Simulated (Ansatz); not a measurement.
**Relative stability**

Two relaxed structures of AlSiH3F2, closed shell (PBE0-D4/def2-TZVP; forces vanish, vibrations not checked).

A:

```json
{"atom": "F1", "x (Å)": "-0.3313", "y (Å)": "-1.7833", "z (Å)": "1.1699"}
{"atom": "Si2", "x (Å)": "0.6086", "y (Å)": "-0.6961", "z (Å)": "0.4633"}
{"atom": "F3", "x (Å)": "1.4304", "y (Å)": "-1.4703", "z (Å)": "-0.6726"}
{"atom": "Al4", "x (Å)": "-0.8061", "y (Å)": "1.0474", "z (Å)": "-0.5924"}
{"atom": "H5", "x (Å)": "1.6084", "y (Å)": "-0.2927", "z (Å)": "1.4876"}
{"atom": "H6", "x (Å)": "-0.6384", "y (Å)": "2.5668", "z (Å)": "-0.1676"}
{"atom": "H7", "x (Å)": "-1.8717", "y (Å)": "0.6282", "z (Å)": "-1.6882"}
```

B:

F1  (-0.857, -0.585, 0.605)
Si2  (-0.626, 0.796, -0.489)
F3  (1.396, -1.968, -0.639)
Al4  (1.086, -0.638, 0.289)
H5  (1.864, -0.413, 1.634)
H6  (-1.211, 1.943, 0.256)
H7  (-1.552, 0.516, -1.619)
(Å)

Computed with Ansatz 0.2.0 (basis: def2-TZVPP); correlated methods freeze the cores. B3LYP uses VWN-RPA correlation.

Which structure is lower at CCSD(T), and by how much? (An estimate is asked for; the value comes from the calculation.)

The calculation gives: B, by 1.62 kcal/mol (electronic energy, against the other). By their contacts, A is AlSiH₃F₂ ([F][SiH]([F])[AlH2]) and B is AlSiH₃F₂ ([F][AlH]1[F][SiH2]1).

Do the other methods give the same order? (A judgement: the text doesn't fix the answer.)

Computed: Not all: HF gives the other order.

```tsv
method	E(B) − E(A) (kcal/mol)
PBE-D4	-3.37
r2SCAN-D4	-3.43
PBE0-D4	-1.49
B3LYP-D4	-1.57
wB97M-V	-3.11
HF	5.06
MP2	-2.12
CCSD	-0.66
CCSD(T)	-1.62
```

T1 diagnostic: at most 0.014.

Labels in which every atom is bracketed show which atoms are joined, not bond orders.

For scale, one of the runs: CCSD(T)/def2-TZVPP, 188 basis functions, launched by `ansatz run in.yaml --threads 2 --pin off --events-out ev --progress --plain --max-ram 4352MiB`. The run took 53 s on 2 CPU threads of an Arm Neoverse V2 (shared host), with 1.9 GiB of host memory at its peak.
